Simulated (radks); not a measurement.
Coulomb parameter of the 4f shell of the dysprosium ion Dy+ in the model configuration [Xe] 4f8 6s1 6p2, as a second difference U = [E(n + 1) + E(n - 1) - 2 E(n)] / (1)^2 with all orbitals relaxed. "Bare": the charge of the atom changes with n. "Screened": the 6p shell takes up the change at fixed total charge, which measures U(4f,4f) + U(6p,6p) - 2 U(4f,6p). Method: scalar-relativistic Kohn-Sham, PBE, spin-unpolarised, spherical densities, point nucleus; computed with a radial shooting solver on a logarithmic mesh with Libxc functionals.

| case | configuration | E - E(n) (eV) |
|---|---|---|
| start | [Xe] 4f8 6s1 6p2 | 0.000 |
| bare +1 | [Xe] 4f9 6s1 6p2 | -21.815 |
| bare -1 | [Xe] 4f7 6s1 6p2 | 39.939 |
| screened +1 | [Xe] 4f9 6s1 6p1 | -16.990 |
| screened -1 | [Xe] 4f7 6s1 6p3 | 27.294 |

U(bare) = 18.124 eV, U(screened by 6p) = 10.304 eV, against the Slater integral F0(4f,4f) = 32.880 eV with frozen orbitals.
